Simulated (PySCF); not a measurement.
Species: C3H2F2O2Si.
SMILES with atom numbers: `[O:1]=[CH:2][C:3]1=[CH:4][Si:5]([F:6])([F:7])[O:8]1` (hydrogens: H9 on C2; H10 on C4)

The calculation used PBE0-D3(BJ)/def2-SVP geometry optimisation, gas phase in PySCF 2.14.0.

Q: List the bond lengths, angles and torsions at this level.

A: 
```tsv
bond	length (pm)	order
O1=C2	120.0	double
C2–C3	149.1	single
C3=C4	135.4	double
C4–Si5	182.1	single
Si5–F6, Si5–F7	159.8	single
Si5–O8	171.2	single
C3–O8	138.5	single
C2–H9	111.6	single
C4–H10	108.6	single
```

Bonds in one row agree within 1 pm and their mean is given. Orders are formal, as drawn. A selection of angles:
```tsv
angle	degrees
O1–C2–C3	122.3
O1–C2–H9	123.4
C3–C2–H9	114.3
C2–C3–C4	130.8
C2–C3–O8	117.7
C4–C3–O8	111.5
C3–C4–Si5	82.8
C3–C4–H10	128.8
Si5–C4–H10	148.4
C4–Si5–F6	121.4
C4–Si5–O8	79.6
F6–Si5–F7	105.8
F6–Si5–O8	112.7
C3–O8–Si5	86.1
```

Dihedral angles: O1–C2–C3–C4 0° (synperiplanar); C2–C3–C4–Si5 179° (antiperiplanar); C3–C4–Si5–F6 -110° (anticlinal); C4–Si5–O8–C3 0° (synperiplanar); C2–C3–O8–Si5 -179° (antiperiplanar).

The 4-membered ring C3–C4–Si5–O8 has internal angles of 79.6° to 111.5°; it is planar, 0.00 Å rms from its mean plane, widest ring torsion 0°. The C–C distances run from 1.354 Å (C3=C4, drawn double) to 1.491 Å (C2–C3, drawn single), a spread of 0.137 Å. The C–O distances run from 1.200 Å (O1=C2, drawn double) to 1.385 Å (C3–O8, drawn single), a spread of 0.185 Å. Si5 (fluorine-bound silicon) has angles from 79.6° to 121.9°.

Point group: Cs (tolerance 0.08 Å). Not checked by PBE0-D3(BJ)/def2-SVP frequencies. The numbers are those of one conformer.

Time: 83 s wall; peak memory 0.53 GiB. Hardware: one thread of an Intel Xeon Platinum 8175M at 2.50 GHz, no GPU, shared host. That covers the optimisation of the geometry.
